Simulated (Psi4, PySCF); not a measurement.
Input for PySCF:
```python
from pyscf import gto, scf, dft

mol = gto.Mole()
mol.atom = '''
    N    -1.090199    0.195504    0.263220
    C     0.048134   -0.049398    0.013786
    O     1.145452   -0.105508   -0.338827
    H    -1.821018   -0.228081    0.785354
'''
mol.basis = 'def2-tzvp'
mol.charge = 0
mol.spin = 0
mol.verbose = 4
mol.build()

mf = dft.RKS(mol)
mf.xc = 'b3lyp5'
mf.grids.atom_grid = (99, 590)
mf.grids.prune = None
mf.kernel()
```

Task: Convert this to an input for Psi4.

Result: Several could match; the one computed here: 
```
memory 2 GB

molecule {
0 1
N    -1.09019945    0.19550444    0.26322046
C     0.04813358   -0.04939770    0.01378604
O     1.14545157   -0.10550804   -0.33882666
H    -1.82101787   -0.22808056    0.78535375
}

set {
  basis def2-tzvp
  scf_type pk
  puream true
  d_convergence 1e-8
  dft_radial_points 99
  dft_spherical_points 590
}

energy('b3lyp5')
print_variables()
```

Both were run: PySCF gave -168.674398 Eh and Psi4 -168.674398 Eh, 0.000 mEh apart.
